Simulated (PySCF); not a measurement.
Predicted microwave data (B3LYP/def2-SVPD in PySCF (dipole) on a GFN2-xTB geometry, gas phase) for one isomer of C5H5NO:

| Quantity | Value |
| --- | --- |
| Rotational constants | A = 8007, B = 1857, C = 1537 MHz |
| Dipole components | \|μa\| = 2.98 D, \|μb\| = 1.39 D, \|μc\| = 0.00 D |
| Inertial defect | -6.39 u·Å² |
| κ | -0.90 |

Question: Which candidate fits, each taken in the one conformer that was computed?
A. `[CH:1]#[C:2][C:3](=[CH2:4])[C:5]([NH2:6])=[O:7]` with C2–C3–C5–N6 0°, C3–C5–N6–H 180° and 0°
B. `N#CC1=CCOC1`

Answer: B. It is N#CC1=CCOC1, a near-prolate asymmetric top, point group Cs. The candidates at the same level (rigid rotor, commonest isotopes):

```tsv
SMILES	A (MHz)	B (MHz)	C (MHz)	μa (D)	μb (D)	μc (D)	Δ (u·Å²)	point group	rotor
C#CC(=C)C(N)=O	4491	2359	1547	3.02	1.57	0.00	0.00	Cs	asymmetric top
N#CC1=CCOC1	8007	1857	1537	2.98	1.39	0.00	-6.39	Cs	near-prolate asymmetric top
```

`C#CC(=C)C(N)=O` has A 44 % too low. In the right answer the mirror of this Cs structure is the ab plane, so μc vanishes by symmetry. No structure here is proved a minimum.
